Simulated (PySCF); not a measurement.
Te(F)4 cation (F4Te), SMILES F[Te](F)(F)F (connectivity only; charge and spin as stated), charge +1, multiplicity 2.

Geometry optimised at B3LYP-D3(BJ)/def2-SVP. The multiplicity is an assumed one; other spin states were not compared. The isomer is the one that the SMILES or the coordinates give; other isomers of the formula were not compared. The def2 effective core potentials stand for the cores of Te; spin–orbit coupling is left out.

Computed with ωB97X/def2-TZVP (PySCF).

The molecule is in vacuum.

Computed frontier levels, dipole moment and polarisability:
```yaml
"α spin, highest occupied and lowest empty level": -19.82 and -7.74 eV
"β spin, highest occupied and lowest empty level": -21.70 and -12.06 eV
dipole_moment_about_the_centre_of_nuclear_charge: 2.22 D
mean_static_polarisability: 37.7 bohr³ (5.59 Å³)
polarisability_principal_values: 28.9, 32.2, 52.0 bohr³
"⟨S²⟩": 0.767 (pure state 0.75)
```
